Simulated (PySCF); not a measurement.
Computed NMR parameters against published values

Atom-mapped SMILES (the numbers label the heavy atoms): `[NH2:1][C:2](=[S:3])[c:4]1[cH:5][cH:6][n:7][cH:8][cH:9]1`. Hydrogens are named by the atom that carries them. Ha(N1) is cis to the C=O or C=S heteroatom; Hb(N1) is trans to the C=O or C=S heteroatom.

Published estimates (parent shift plus substituent increments) and measurements: δ $^{1}$H H(C6)/H(C8) 8.94; H(C5)/H(C9) 7.93 ppm (estimated from measurements, as parent shift plus tabulated substituent increment; solution, not stated per compound (mostly CDCl3 or CCl4); Pretsch, Buehlmann, Badertscher, Structure Determination of Organic Compounds, 4th ed. (2009)).

All values are calculated (PySCF 2.14.0 with density-fitted response routines): PBE0/pcSseg-1 with gauge-including orbitals, coordinates at the GFN2-xTB level. Rapidly exchanging positions averaged, one computed conformer, isolated molecule, relativity neglected.

(1) Set the calculated values beside the experiment.

(2) How far are the unscaled $^{1}$H shifts from the references?

## Answers

(1) 
Reference values: estimated from measurements, as parent shift plus tabulated substituent increment (solution, not stated per compound (mostly CDCl3 or CCl4); Pretsch, Buehlmann, Badertscher, Structure Determination of Organic Compounds, 4th ed. (2009)).
```json
{"atoms": "H(C6)/H(C8)", "quantity": "δ $^{1}$H", "reference": "8.94", "computed": "9.04", "computed, scaled": "8.62"}
{"atoms": "H(C5)/H(C9)", "quantity": "δ $^{1}$H", "reference": "7.93", "computed": "7.74", "computed, scaled": "7.39"}
```

Computed shifts are σ(ref) − σ with the named reference compound (TMS for H and C) calculated as an isolated molecule at the same level. The measured values may be among those fitted. Empirical linear scaling, fitted to shifts measured mostly in CDCl3 for H and C (δ vs TMS): $^{1}$H: δ = 30.01 − 0.943σ (rms 0.17 ppm, 504 shifts, 0.18 ppm with the 4 outliers that the fit left out). Occasional misses reach two or three times the rms, and more in compound classes unlike the fitted ones. H not on carbon is unscaled (vs computed TMS).

(2) Mean signed difference -0.04 ppm, mean absolute 0.14 ppm over 2 comparisons; the largest is -0.19 ppm at H(C5)/H(C9) (hydrogen on an aromatic CH).
